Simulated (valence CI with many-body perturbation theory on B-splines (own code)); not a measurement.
# Pd13+: key properties

Calculated by relativistic CI+MBPT: five valence electrons over a frozen Dirac-Fock core [Ar] 3d10, a basis of 9 s, 9 p, 8 d, 6 f, 3 g, 1 h functions for each j, with the one-electron correlation potential Σ1, the two-electron term Σ2, the three-electron term Σ3, Breit, model QED; selected CI, second order for the rest (own B-spline code, finite nucleus).

No measured levels were compared; by estimate levels hold to about 250 cm⁻¹ or 0.2 % of their energy and the worst to 1 %, as in measured heavy ions of charge 2 to 7; those with d or f electrons hold less well. Among the levels kept, up to 360 cm⁻¹ of a level comes from second order outside the variational space, and about a tenth of that is noise between levels of different J, which matters for small intervals.

Names give the largest LS component (configuration and term), which can be under half, so a name can repeat, a term be missing and a line seem to break the LS rules; names also repeat where a configuration has a term twice.

Rates and lifetimes use the calculated energies. Strong lines usually hold to 10 to 20 %, long lifetimes can be off by a factor of two.

(1) What is the ground level?

(2) What is the ionisation energy?

(3) Where does the other parity begin?

(4) Name the longest-lived excited levels whose lifetime is computed, and their main decay.

(5) How well does LS coupling describe the low levels?

Answers

(1) 4s2 4p3 4S°_3/2, composition 65 % 4s2 4p3 4S° + 22 % 4s2 4p3 2P° + 10 % 4s2 4p3 2D°, g = 1.724.

(2) 312.73 eV; NIST lists 311 ± 3 eV (theoretical).

(3) At 4s 4p4 4P_5/2, 305240 cm⁻¹.

(4) 4s2 4p3 2D°_5/2 at 54968 cm⁻¹ lives 4.77 ms, mostly by M1 to 4s2 4p3 4S°_3/2; 4s2 4p3 2D°_3/2 at 40167 cm⁻¹ lives 904 μs, mostly by M1 to 4s2 4p3 4S°_3/2; 4s2 4p3 2P°_1/2 at 79370 cm⁻¹ lives 451 μs, mostly by M1 to 4s2 4p3 4S°_3/2. The lifetime of 4s2 4p2 4d 4F_9/2 is too uncertain to give, and may be longer.

(5) Among the lowest 20 levels the leading LS term, summed over configurations, holds 76 % on average. For single configurations the figures are 70 % in LS and 70 % in jj coupling. Terms mix most in the J = 7/2 level at 508560 cm⁻¹, where the leading one holds 51 %.
